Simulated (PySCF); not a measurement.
Ca: ionisation energy

Ca [Ar] 4s2 (1S) → Ca⁺ [Ar] 4s1 (2S), as a difference of total energies. Computed with PySCF 2.14 in def2-SVP, with the non-relativistic Hamiltonian (point nucleus). Correlated levels: valence: [Ar] frozen. The calculations carry no spin-orbit coupling.

Order these methods by the ionisation energy they give, lowest first.
A. BP86
B. UHF
C. MP2 (valence)
D. PBE

B (5.133 eV), C (5.603 eV), D (6.144 eV), A (6.259 eV).

These non-relativistic numbers lack the scalar-relativistic shift.

Errors of the correlated levels include the incompleteness of this basis and the frozen core.

With two correlated electrons CCSD is exact in that space.

The coupled-cluster amplitudes are large for Ca (T1 above 0.03 or a double amplitude above 0.15), so a single reference is strained.

For comparison: 6.113 eV (measured; NIST Atomic Spectra Database, ionization energies).
